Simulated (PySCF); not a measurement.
B3LYP has the VWN-RPA correlation part, as in Gaussian. Excitations are Tamm–Dancoff values on a coarser integration grid. The basis has no diffuse functions, so Rydberg states are missing or too high.

Cartesian coordinates (Å):
SMILES: C([NH3+])=O
```xyz
7

N     -0.6586    -0.0048    -0.0138
C      0.9201    -0.0019     0.0217
O      1.4708     0.9903    -0.2368
H     -0.9770     0.9346    -0.2775
H     -1.0504    -0.2471     0.9037
H     -1.0132    -0.6839    -0.6972
H      1.3083    -0.9874     0.2998
```
Charge +1, spin multiplicity 1.

What is the computed S1 excitation (TDA), HOMO–LUMO gap and brightest of the four lowest singlets (TDA) (B3LYP-D3(BJ)/def2-TZVP in PySCF 2.14.0)?


```yaml
S1 excitation (TDA): 5.27 eV
HOMO–LUMO gap: 7.30 eV
brightest of the four lowest singlets (TDA): 9.52 eV
```
